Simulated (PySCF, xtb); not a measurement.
Ti(F)3(Cl)(NH3) (ClF3H3NTi), SMILES [NH3]->[Ti]([F])([F])([F])[Cl], multiplicity 1.

Harmonic wavenumbers (cm⁻¹) from GFN2-xTB in xtb 6.7.1 at its own minimum, in rising order: 68, 106, 122, 172, 190, 199, 236, 237, 261, 380, 434, 448, 544, 587, 633, 1147, 1497, 1498, 3366, 3372, 3374.

What does PBE-D3(BJ)/def2-SVP in PySCF give at its own minimum? (The exact figures need the calculation; the answer reports its results.)

78, 96, 115, 177, 181, 205, 236, 254, 298, 414, 556, 562, 718, 746, 776, 1138, 1567, 1575, 3388, 3514, 3521. Paired by order, the mean absolute difference is 63 cm⁻¹ and the zero-point energies are 27.0 and 28.8 kcal/mol.
